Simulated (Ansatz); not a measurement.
**SiF3 (trifluorosilyl): the energy, rung by rung**

The species is SiF3 (4 atoms), meant as a doublet with charge 0. As SMILES, `F[Si](F)F`. The coordinates come from a PBE0-D4/def2-TZVP relaxation.

```tsv
atom	x (Å)	y (Å)	z (Å)
F	0.7849	-0.5070	1.1517
Si	-0.2828	0.2131	0.2343
F	-0.9943	-0.8922	-0.6443
F	0.4922	1.1862	-0.7416
```

Each level gives the energy change with the F1–Si2 bond stretched from 1.581 to 3.953 Å (eV). The values are calculated.

```
           level                   kind  program  value (eV)  less FCI/STO-3G  CPU time (all runs)
      UHF/STO-3G           Hartree–Fock   Ansatz        1.75            -0.06                1.7 s
 U-revPBE/STO-3G                    GGA   Ansatz        3.09            +1.28                 14 s
U-r2SCAN0/STO-3G        hybrid meta-GGA   Ansatz        2.93            +1.12                 42 s
  UB2PLYP/STO-3G          double hybrid   Ansatz        2.51            +0.70                 18 s
  RPA@PBE/STO-3G                    RPA   Ansatz        1.19            -0.62                 17 s
 UBCCD(T)/STO-3G  coupled cluster or CI   Ansatz        1.80            -0.01                6.1 s
    UCCSD/STO-3G  coupled cluster or CI   Ansatz        1.86            +0.05                3.3 s
UCCSDT(Q)/STO-3G  coupled cluster or CI   Ansatz        1.81             0.00                 13 s
      FCI/STO-3G     exact in the basis   Ansatz        1.81             0.00                 20 s
```

FCI/STO-3G is exact within its basis and frozen core, so for wave-function methods in that basis the difference is their error; functionals converge differently with the basis, so for them it is only a difference. The first shape isn't each level's own minimum. The values span 1.19 to 3.09 eV. All rows use very small basis sets, so even the best lies far from the true value. Times are those of the runs behind each value, whatever else they computed, on shared processors of several kinds: orders of magnitude only.
